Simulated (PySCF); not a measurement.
(3E)-2,4-difluoropenta-1,3-diene (C5H6F2), SMILES FC(/C=C(/F)C)=C.

Geometry: r2SCAN-D4/def2-SVP. One conformer was computed; it need not be the lowest.

Vertical ionisation energy (IE) and electron affinity (EA) in eV. Rows of orbital energies are one-electron estimates. Where ΔSCF, EOM or ADC give a negative EA the extra electron is unbound and the value depends on the basis.

```tsv
level	IE	EA
−ε(HOMO), −ε(LUMO), B3LYP/def2-TZVP (PySCF)	6.44	1.17
−ε(HOMO), −ε(LUMO), PBE/def2-TZVP (PySCF)	5.56	1.82
```
